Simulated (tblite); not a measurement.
C7H16BP.
Numbering: `[BH3-:1][P+:2]([C:3]#[C:4][CH3:5])([CH2:6][CH3:7])[CH2:8][CH3:9]` (hydrogens: H10, H11, H12 on B1; H13, H14, H15 on C5; H16, H17 on C6; H18, H19, H20 on C7; H21, H22 on C8; H23, H24, H25 on C9)
Bond orders are those of one Lewis drawing.

Computed with GFN2-xTB (tblite), gas phase: L-BFGS steps from a force-field or distance-geometry start until the largest atomic force falls under 0.01 eV/Å.

Geometry at step 18:
```
atom  x, y, z in Å
B1     -0.1819   -1.1887    2.2660
P2     -0.2438   -0.1663    0.6127
C3      1.2959    0.4725    0.0618
C4      2.4588    0.6901   -0.1660
C5      3.8433    0.9693   -0.4786
C6     -1.2760    1.3605    0.7977
C7     -1.7541    2.1079   -0.4440
C8     -0.8429   -0.9980   -0.9430
C9     -1.2142   -2.4474   -0.6678
H10    -0.3801   -0.3779    3.1258
H11    -1.0522   -2.0015    2.1483
H12     0.9070   -1.6769    2.3371
H13     3.9736    2.0280   -0.7170
H14     4.4537    0.7109    0.3893
H15     4.1654    0.3582   -1.3251
H16    -2.1377    1.0662    1.4026
H17    -0.6528    2.0220    1.4065
H18    -0.9259    2.4042   -1.0842
H19    -2.4502    1.5139   -1.0339
H20    -2.2871    3.0015   -0.1211
H21    -1.7210   -0.4693   -1.3126
H22    -0.0581   -0.9360   -1.6969
H23    -1.5040   -2.9489   -1.5896
H24    -0.3840   -2.9844   -0.2156
H25    -2.0424   -2.4857    0.0354
```

Problem. Give the atomic forces at this geometry.

Solution. 
| atom | Fx (eV/Å) | Fy (eV/Å) | Fz (eV/Å) |
| --- | --- | --- | --- |
| B1 | 0.044 | -0.011 | 0.004 |
| P2 | -0.042 | 0.045 | 0.018 |
| C3 | -0.118 | -0.035 | 0.065 |
| C4 | 0.265 | 0.004 | -0.097 |
| C5 | -0.073 | 0.014 | 0.045 |
| C6 | -0.020 | 0.007 | -0.090 |
| C7 | -0.016 | -0.047 | 0.047 |
| C8 | -0.064 | -0.063 | 0.088 |
| C9 | -0.018 | -0.051 | 0.019 |
| H10 | 0.005 | -0.075 | -0.098 |
| H11 | 0.039 | 0.141 | 0.148 |
| H12 | -0.099 | 0.018 | -0.084 |
| H13 | 0.029 | -0.130 | 0.013 |
| H14 | 0.009 | 0.079 | -0.065 |
| H15 | -0.045 | 0.101 | 0.042 |
| H16 | -0.003 | -0.014 | 0.043 |
| H17 | -0.043 | 0.020 | 0.073 |
| H18 | 0.033 | -0.024 | 0.052 |
| H19 | 0.039 | -0.011 | 0.026 |
| H20 | 0.053 | 0.043 | -0.069 |
| H21 | -0.018 | 0.052 | -0.059 |
| H22 | 0.061 | 0.008 | -0.016 |
| H23 | -0.015 | -0.021 | 0.011 |
| H24 | 0.059 | 0.005 | -0.066 |
| H25 | -0.063 | -0.057 | -0.051 |

The largest, 0.28 eV/Å, acts on C4; the rms over all components is 0.065 eV/Å. The forces sum to zero within rounding, as they must for an isolated molecule in no field.

Problem. Give the force on C4 in Eh/bohr and in nN.

Solution. 0.282 eV/Å ÷ 51.422 = 0.00549 Eh/bohr, and 0.282 eV/Å × 1.602 = 0.45 nN.

Problem. How far is this geometry from the end of the optimisation?

Solution. 0.230 eV above it, and 0.685 Å rms away after alignment. The bonds farthest from their final lengths, with half the difference of the two atoms' forces along the bond (positive lengthens):

```json
{"bond": "B1–P2", "now (Å)": "1.945", "final (Å)": "1.921", "force along bond (eV/Å)": "+0.01"}
{"bond": "P2–C8", "now (Å)": "1.863", "final (Å)": "1.850", "force along bond (eV/Å)": "0.00"}
{"bond": "B1–H10", "now (Å)": "1.198", "final (Å)": "1.193", "force along bond (eV/Å)": "-0.06"}
{"bond": "P2–C6", "now (Å)": "1.852", "final (Å)": "1.847", "force along bond (eV/Å)": "-0.03"}
{"bond": "B1–H12", "now (Å)": "1.195", "final (Å)": "1.191", "force along bond (eV/Å)": "-0.07"}
{"bond": "C8–H21", "now (Å)": "1.090", "final (Å)": "1.094", "force along bond (eV/Å)": "+0.03"}
```

The angle farthest from its final value is P2–C3–C4, 166.3° against 173.5°.

Of the 2 listed bonds off by 0.010 Å or more, this force points towards the final length in 0.

The cost below is that of the whole relaxation. The run took 3.1 s wall on one thread of an Arm Neoverse N1, no GPU, shared host.
